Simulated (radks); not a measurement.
Spherical jellium clusters: N electrons in a uniform positive sphere of charge N and radius rs N^(1/3), rs = 2.46 bohr. Calculated with a radial shooting solver with Libxc functionals: non-relativistic Kohn-Sham, PBE, spin-polarised, spherical densities. Levels are named by radial order and angular momentum (1s, 1p, 1d, 2s, ...), and open shells are averaged over m.

N = 8, configuration 1s2 1p6. This is the lowest configuration that the search found. Occupied and some empty levels:

| level | occupation | eigenvalue (eV) | <r> (bohr) |
|---|---|---|---|
| 1s | 2 | -7.6835 | 3.359 |
| 1p | 6 | -4.5820 | 4.330 |
| 1d | 0 | -1.3541 | 5.646 |
| 2s | 0 | -1.2875 | 6.576 |

Energy (eV): total -9.94501, kinetic 29.510, external -402.19, Hartree 191.70, exchange-correlation -41.345, background 212.38.
